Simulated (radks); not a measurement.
Charge is removed step by step from the 1s down level of neutral molybdenum, starting from 1s(up 1, down 1) 2s2 2p6 3s2 3p6 3d10 4s2 4p6 4d5 5s1. Calculated with a radial shooting solver on a logarithmic mesh with Libxc functionals: scalar-relativistic Kohn-Sham, PBE, spin-polarised, spherical densities, finite nucleus; open shells are filled with parallel spins first (spin-orbit coupling, left out, can overturn this in heavy ions); Fermi nuclear charge, rms radius 4.4091 fm.

removed (e) = 0: E - E(0) (eV) 0.000; eigenvalue (eV) -19821.2; E minus straight line (eV) 0.000
removed (e) = 0.25: E - E(0) (eV) 4968.4; eigenvalue (eV) -19941.3; E minus straight line (eV) -41.760
removed (e) = 0.5: E - E(0) (eV) 9966.2; eigenvalue (eV) -20056; E minus straight line (eV) -54.078
removed (e) = 0.75: E - E(0) (eV) 14991.6; eigenvalue (eV) -20161; E minus straight line (eV) -38.770
removed (e) = 1: E - E(0) (eV) 20041; eigenvalue (eV) -20235; E minus straight line (eV) 0.000

Removing the whole electron costs 20041 eV by Delta-SCF, against 19821.2 eV from minus the eigenvalue at the starting occupation. Slater's transition state (half an electron removed) gives 20056 eV. Integrating minus the eigenvalue over the occupation (Janak's theorem) gives 20048 eV. In this scalar-relativistic scheme the density is built from large components alone, so the theorem holds only approximately. The mean slope of the eigenvalue, de/dn, is 414 eV per electron.
